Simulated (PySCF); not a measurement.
## 4-(methylthio)benzyl alcohol, C8H10OS

Geometry:
| atom | x (Å) | y (Å) | z (Å) |
| --- | --- | --- | --- |
| C1 | -3.647 | -0.509 | 0.845 |
| S2 | -2.877 | -0.928 | -0.725 |
| C3 | -1.204 | -0.422 | -0.504 |
| C4 | -0.333 | -0.646 | -1.583 |
| C5 | 1.004 | -0.284 | -1.496 |
| C6 | 1.517 | 0.319 | -0.342 |
| C7 | 2.961 | 0.748 | -0.254 |
| O8 | 3.466 | 0.765 | 1.051 |
| C9 | 0.647 | 0.537 | 0.727 |
| C10 | -0.697 | 0.173 | 0.656 |
| H11 | -3.620 | 0.574 | 1.038 |
| H12 | -3.187 | -1.052 | 1.683 |
| H13 | -4.695 | -0.824 | 0.755 |
| H14 | -0.712 | -1.118 | -2.493 |
| H15 | 1.666 | -0.478 | -2.346 |
| H16 | 3.570 | 0.115 | -0.930 |
| H17 | 3.063 | 1.781 | -0.630 |
| H18 | 3.353 | -0.119 | 1.418 |
| H19 | 1.037 | 1.002 | 1.636 |
| H20 | -1.342 | 0.361 | 1.515 |

Method: PySCF, TDDFT CAM-B3LYP/aug-cc-pVDZ excited states, vertical, gas phase. Geometry: PBE0-D3(BJ)/def2-SVP.

Task: Give the one- and two-photon strengths of the lowest singlets.

Result: δ for parallel linear polarisation; σ at the peak of a Lorentzian of half width 0.1 eV, single beam; Ω is circular over linear.
```csv
state,E (eV),f,photon λ (nm),δ (au),σ (GM),Ω,main
S1,4.78,0.015,519,10.6,0.09,1.45,HOMO→LUMO+3 0.78
S2,5.12,0.059,485,111,1.07,0.90,"HOMO→LUMO 0.56, HOMO→LUMO+2 0.13"
S3,5.15,0.246,481,292,2.84,0.80,"HOMO→LUMO+2 0.48, HOMO→LUMO+1 0.25"
S4,5.41,0.004,458,34.7,0.37,0.88,"HOMO→LUMO 0.25, HOMO→LUMO+1 0.17"
S5,5.77,0.006,430,238,2.90,1.09,"HOMO→LUMO+4 0.53, HOMO→LUMO+6 0.11"
S6,5.98,0.014,414,128,1.68,0.82,"HOMO→LUMO+5 0.40, HOMO→LUMO+1 0.22"
```
